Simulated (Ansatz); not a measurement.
C₇H₇O (SMILES [CH2]Oc1ccccc1), doublet, geometry from GFN2-xTB; Ansatz (a quantum-chemistry and plane-wave program) with R2SCAN/STO-3G.

The Ansatz input:
Ansatz 0.2 input:
```yaml
crystal:
  periodic: [false, false, false]
  atoms:
    - {symbol: C, position_ang: [-2.77224684, 0.54815189, 0.34780062]}
    - {symbol: O, position_ang: [-1.86818656, -0.24235512, -0.23707578]}
    - {symbol: C, position_ang: [-0.53228098, -0.10977896, -0.09967372]}
    - {symbol: C, position_ang: [0.24022422, -1.05301642, -0.79563678]}
    - {symbol: C, position_ang: [1.61388285, -1.01345005, -0.72752880]}
    - {symbol: C, position_ang: [2.25181864, -0.03948627, 0.03051257]}
    - {symbol: C, position_ang: [1.49393597, 0.89397946, 0.71847684]}
    - {symbol: C, position_ang: [0.11435340, 0.87017912, 0.66228818]}
    - {symbol: H, position_ang: [-3.78808503, 0.29336990, 0.12893316]}
    - {symbol: H, position_ang: [-2.51137599, 1.35835882, 0.99776713]}
    - {symbol: H, position_ang: [-0.27220511, -1.80207362, -1.37916170]}
    - {symbol: H, position_ang: [2.19678892, -1.74483227, -1.26732075]}
    - {symbol: H, position_ang: [3.32908081, -0.00993996, 0.08295061]}
    - {symbol: H, position_ang: [1.98366380, 1.65440734, 1.30918225]}
    - {symbol: H, position_ang: [-0.45049826, 1.61007813, 1.20682233]}
basis:
  gaussian:
    orbitals: STO-3G
    symmetry_tolerance_ang: 0.01
hamiltonian:
  xc: r2scan
magnetization: {spin_polarized: true, initial_magnetization: 1}
```

Output, abridged:

```
Functional definition: r2SCAN
669 factors; integrals over basis functions are off by at most 3.8e-5 eV
mean field evaluation 1: about -9294.7877 eV, gradient 1.1e1 eV
mean field evaluation 2: about -9293.2017 eV, gradient 1.9e1 eV
mean field evaluation 4: about -9295.5855 eV, gradient 1.5e0 eV
mean field evaluation 8: about -9295.3899 eV, gradient 1.9e-1 eV
mean field evaluation 16: about -9295.3904 eV, gradient 7.8e-4 eV
mean field -9295.39036989 eV, -341.5992954515 hartree, gradient 7.3e-5 eV, S^2 0.758130; 0 other end points of the search recorded, 0 dependent functions left out
reference -9295.39037768 eV, -341.5992957378 hartree; 29, 28 occupied and 18, 19 virtual orbitals, 669 factors
Total energy: -9295.39037768 eV, -341.5992957378 hartree
```
